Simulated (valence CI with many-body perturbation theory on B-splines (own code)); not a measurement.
**Which ion has this spectrum?**

A relativistic CI+MBPT calculation for an atom or ion with 13 electrons gives these levels (× 10³ cm⁻¹):

```
  J  Parity       E     g
1/2     odd    0.00  0.65
1/2    even  941.08  2.24
3/2     odd  1007.7  1.33
3/2    even  1781.8  1.66
5/2    even  1885.7  1.36
3/2    even  2023.1  0.94
1/2    even  2088.8  1.21
3/2    even  2412.1  0.84
5/2    even  2572.7  1.24
5/2    even  2902.1  1.37
3/2     odd  2969.7  1.22
3/2     odd  3082.6  0.56
1/2    even  3100.5  1.87
3/2    even  3142.8  1.20
```

The energies are calculated, and their last digits are not significant.

Task: Which is it?
A. La44+
B. Ce45+
C. Nd47+
D. Pr46+

Result: D. Pr46+, ground level (3s^2 3p1/2) J=1/2.
